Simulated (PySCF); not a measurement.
Compound: undecacarbon chain, C11 (singlet state).
Geometry (PBE0-D3(BJ)/def2-SVP, Å), atoms numbered from 1 in this order:
```xyz
11
C11 angstrom
C      5.456   -3.140    1.503
C      4.359   -2.512    1.238
C      3.257   -1.883    0.968
C      2.173   -1.263    0.702
C      1.085   -0.634    0.431
C      0.000   -0.008    0.159
C     -1.084    0.618   -0.111
C     -2.173    1.247   -0.380
C     -3.251    1.877   -0.647
C     -4.347    2.516   -0.916
C     -5.437    3.155   -1.180
```

Level: CAM-B3LYP/def2-SVPD in PySCF, non-relativistic, on one gas-phase PBE0-D3(BJ)/def2-SVP geometry that isn't relaxed in the solvent. The solvent is an IEF-PCM continuum (cavity from Bondi-type radii × 1.2), and excitations are vertical TDDFT with non-equilibrium linear response and a frozen core. The model holds no explicit solvent molecules, cavitation or dispersion.

Gas-phase singlets (H = HOMO, L = LUMO):

```tsv
state	E (eV)	λ (nm)	f	leading configuration
S1	0.817	1518	0.000	H→L+1 35%
S2	0.998	1243	0.000	H-1→L+1 38%
S3	0.998	1243	0.000	H-1→L 38%
S4	2.759	449	0.000	H-4→L 36%
S5	2.952	420	0.000	H-5→L+1 37%
```

Give the list for acetonitrile (ε = 35.69), n² = 1.81.

| state | E (eV) | λ (nm) | f | leading configuration | change by rank (eV) |
| --- | --- | --- | --- | --- | --- |
| S1 | 0.825 | 1504 | 0.000 | H→L 48% | +0.008 |
| S2 | 0.998 | 1243 | 0.000 | H-1→L+1 32% | 0.000 |
| S3 | 0.998 | 1243 | 0.000 | H→L+1 32% | 0.000 |
| S4 | 2.747 | 451 | 0.000 | H-2→L 37% | -0.012 |
| S5 | 2.930 | 423 | 0.000 | H-3→L+1 25% | -0.022 |

How do the frontier levels move from gas to acetonitrile?

| orbital | gas (eV) | solvent (eV) | change (eV) | Löwdin shares, gas | Löwdin shares, solvent |
| --- | --- | --- | --- | --- | --- |
| LUMO+2 | -1.81 | -1.53 | +0.28 | C1 14 %, C11 14 %, C6 10 %, C3 10 % | C1 14 %, C11 14 %, C6 10 %, C3 9 % |
| LUMO+1 | -4.55 | -4.28 | +0.27 | C5 12 %, C7 12 %, C1 12 %, C11 12 % | C5 13 %, C7 13 %, C1 12 %, C11 11 % |
| LUMO | -4.55 | -4.28 | +0.27 | C5 12 %, C7 12 %, C1 12 %, C11 12 % | C5 13 %, C7 13 %, C1 12 %, C11 11 % |
| HOMO | -8.61 | -8.34 | +0.27 | C6 12 %, C2 11 %, C10 11 %, C4 11 % | C6 12 %, C1 11 %, C11 11 %, C2 11 % |
| HOMO-1 | -8.61 | -8.34 | +0.27 | C6 12 %, C2 11 %, C10 11 %, C4 11 % | C6 12 %, C1 11 %, C11 11 %, C2 11 % |
| HOMO-2 | -10.42 | -10.36 | +0.06 | C11 81 %, C10 17 % | C2 15 %, C10 15 %, C11 10 %, C1 10 % |
| HOMO-3 | -10.42 | -10.36 | +0.06 | C1 81 %, C2 17 % | C2 15 %, C10 15 %, C11 10 %, C1 10 % |

The HOMO–LUMO gap goes from 4.05 to 4.06 eV. Shares within a degenerate set are those of one arbitrary member.
